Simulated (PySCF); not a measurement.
C2H5NOSi, SMILES N#CC[SiH2]O.

Geometry: B3LYP-D3(BJ)/def2-SVP. This is a generated structure with no PubChem entry under its InChIKey; it may be hypothetical. One conformer was computed; it need not be the lowest.

Calculation: B3LYP-D3(BJ)/def2-SVP in PySCF.

Frequencies are harmonic and unscaled.

```
mode  ν (cm⁻¹)  IR (km/mol)  Raman (Å⁴/amu)  depolarisation   moving atoms (share of kinetic energy)
----  --------  -----------  --------------  --------------  ---------------------------------------
1           64          6.4             1.2            0.75  O 30 %, N 20 %, C 19 %, H 18 %, Si 13 %
2          117          7.0             1.5            0.68  N 37 %, Si 19 %, C 17 %, O 15 %, H 11 %
3          184        122.9             3.3            0.75                                   H 94 %
4          251          2.4             1.9            0.73  O 38 %, Si 19 %, C 17 %, N 16 %, H 10 %
5          383          0.2             3.1            0.75                   C 53 %, H 28 %, N 19 %
6          474          0.9             3.0            0.16                  C 70 %, N 13 %, Si 12 %
7          499          8.7             1.9            0.75                                   H 89 %
8          698         75.7             7.2            0.12                  C 41 %, H 40 %, Si 17 %
9          725         57.9            12.1            0.75                                   H 84 %
10         783        170.6            10.7            0.47                   H 68 %, C 14 %, O 10 %
11         837         36.2             7.9            0.75                           H 63 %, C 31 %
12         858         40.8            10.6            0.45                  O 50 %, H 32 %, Si 17 %
13         946        219.6             4.3            0.70                  H 68 %, Si 20 %, O 10 %
14         970          1.3             2.1            0.31                   C 49 %, H 28 %, N 23 %
15         994        108.7            12.9            0.63                           H 87 %, Si 9 %
16        1148          2.8             3.7            0.75                           H 87 %, C 12 %
17        1184         54.6            13.8            0.42                           H 57 %, C 40 %
18        1411          8.0            11.0            0.66                           H 90 %, C 10 %
19        2231         82.7           164.5            0.10                                   H 98 %
20        2231        151.6            60.2            0.75                                   H 96 %
21        2373         28.8            80.5            0.26                           C 62 %, N 38 %
22        3051          1.3           117.4            0.07                                   H 95 %
23        3106          0.4            72.9            0.75                           H 90 %, C 10 %
24        3881        115.0           141.0            0.29                                   H 94 %
```
